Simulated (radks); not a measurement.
Ionisation ladder of lead, from Pb LXX to Pb LXXXII. Each ion is in the ground configuration listed by NIST, and IE = E(next ion) - E(this ion), with E = 0 for the bare nucleus. All-electron calculation, Dirac Kohn-Sham, PBE, spin-unpolarised, spherical densities, point nucleus; open shells are shared between the two j in proportion to 2j + 1. Program: a radial shooting solver on a logarithmic mesh with Libxc functionals.

| species | configuration | E (hartree) | IE, Delta-SCF (eV) | -e(HOMO) (eV) | HOMO | IE, NIST (eV) | kind | error (eV) |
|---|---|---|---|---|---|---|---|---|
| Pb LXX | [Ne] 3s2 3p1 | -14921.9896 | 8293.4 | 8017.5 | 3p3/2 | 8680 | theory | -386.6 |
| Pb LXXI | [Ne] 3s2 | -14617.2116 | 9035.3 | 8965.1 | 3s1/2 | 9000 | theory | +35.3 |
| Pb LXXII | [Ne] 3s1 | -14285.1695 | 9176.1 | 9105.5 | 3s1/2 | 9150 | theory | +26.1 |
| Pb LXXIII | [Ne] | -13947.9537 | 20403 | 19449.3 | 2p3/2 | 19590 | theory | +812.6 |
| Pb LXXIV | [He] 2s2 2p5 | -13198.1738 | 20798 | 19834.0 | 2p3/2 | 19970 | theory | +827.8 |
| Pb LXXV | [He] 2s2 2p4 | -12433.8699 | 21195 | 20221 | 2p3/2 | 20380 | theory | +814.8 |
| Pb LXXVI | [He] 2s2 2p3 | -11654.9759 | 21593 | 20609 | 2p3/2 | 20750 | theory | +843.1 |
| Pb LXXVII | [He] 2s2 2p2 | -10861.4432 | 21992 | 20998 | 2p3/2 | 23460 | theory | -1467.9 |
| Pb LXXVIII | [He] 2s2 2p1 | -10053.2494 | 22391 | 21387 | 2p3/2 | 23940 | theory | -1549.4 |
| Pb LXXIX | [He] 2s2 | -9230.4111 | 24652 | 24478 | 2s1/2 | 24550 | theory | +101.9 |
| Pb LXXX | [He] 2s1 | -8324.4690 | 24991 | 24824 | 2s1/2 | 24938.2 | theory | +53.3 |
| Pb LXXXI | [He] | -7406.0490 | 100085 | 99357 | 1s1/2 | 99491.8 | theory | +593.1 |
| Pb LXXXII | 1s1 | -3727.9957 | 101444 | 100802 | 1s1/2 | 101336.7 | theory | +107.2 |

Reference values: NIST Atomic Spectra Database (exp. = measured, semi-emp. = semi-empirical, theory = theoretical value adopted there). The ionisation energy per charge of the ion left behind rises most, in proportion, at Pb LXXXI ([He]), from 312.39 to 1235.6 eV. Spin polarisation and multiplet splitting are left out, so open shells lie too high by an amount that depends on their filling. Sharing an open shell by 2j + 1 raises it above the true ground level by a part of the spin-orbit splitting, which enters the differences from NIST. Nuclear size, the Breit interaction and QED, all absent here, shift the 1s and 2s values of heavy ions.

Beside tabulated values, note that spin-unpolarised runs miss the spin-polarisation part of the exchange energy of open shells.
